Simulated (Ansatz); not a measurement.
Saddle point of BH₂ClOF₂, singlet (BClF₂ ([F][B]([F])[Cl]) + H₂O → BHOF₂ ([OH][B]([F])[F]) + HCl; bonds formed: Cl2–H5; dative contacts that become bonds: B1–O6; bonds broken: B1–Cl2, H5–O6), PBE0-D4/def2-TZVP structure:

B1  (-0.254, -0.529, 0.275)
Cl2  (1.887, -0.167, -0.240)
F3  (-0.770, -1.317, -0.659)
F4  (-0.260, -0.899, 1.538)
H5  (0.771, 0.897, -0.195)
O6  (-0.436, 0.923, 0.044)
H7  (-0.939, 1.092, -0.763)
(Å)

Energies are electronic, without zero-point energy. Barriers and step energies count from the start structure reached by relaxing down the imaginary mode; all methods use the PBE0-D4 structures, on which another method's saddle can fall below an end. Computed with Ansatz 0.2.0 (basis: def2-TZVPP, with def2-QZVPP for the basis limit); correlated methods freeze the cores. B3LYP uses VWN-RPA correlation. Extrapolation: Hartree–Fock as exp(−7.88 √X), correlation as X^−2.97.

```csv
method,barrier (eV),step energy (eV)
SPW92,0.423,-0.056
PBE-D4,0.547,-0.267
BLYP-D4,0.590,-0.436
r2SCAN-D4,0.628,-0.247
B97M-V,0.769,-0.330
PBE0-D4,0.682,-0.258
B3LYP-D4,?,-0.412
r2SCAN0-D4,0.723,-0.247
BHLYP-D4,?,-0.404
CAM-B3LYP-D4,0.744,-0.377
wB97X-V,?,-0.271
wB97M-V,0.768,-0.260
B2PLYP,0.744,-0.405
PBE-QIDH,0.776,-0.260
RPA on PBE,0.780,-0.367
HF,1.094,-0.622
MP2,0.769,-0.297
CCSD,0.872,-0.386
CCSD(T),0.808,-0.341
```

Q: Fill in the withheld barriers. (Judge from chemistry; the value comes from the calculation.)

A: The calculation gives: B3LYP-D4 0.695; BHLYP-D4 0.852; wB97X-V 0.794 eV. Each is the energy of the saddle less that of the start structure, by the same method.

For comparison, the barrier by CCSD(T) at an estimated basis limit (MP2 extrapolated from triple and quadruple zeta, plus CCSD(T) − MP2 in triple zeta) is 0.808 eV.

The T1 diagnostic stays at or below 0.012.

The step is the kind of ligand exchange by which a precursor binds to a hydroxyl group, or is hydrolysed, in atomic layer deposition of oxides.

Labels in which every atom is bracketed show which atoms are joined, not bond orders.

For scale, one of the runs: CCSD(T)/def2-TZVPP, 194 basis functions, launched by `ansatz run in.yaml --threads 4 --pin off --events-out ev --progress --plain --max-ram 9574MiB`. The run took 83 s on 4 CPU threads of an Intel Xeon (shared host), with 2.4 GiB of host memory at its peak.
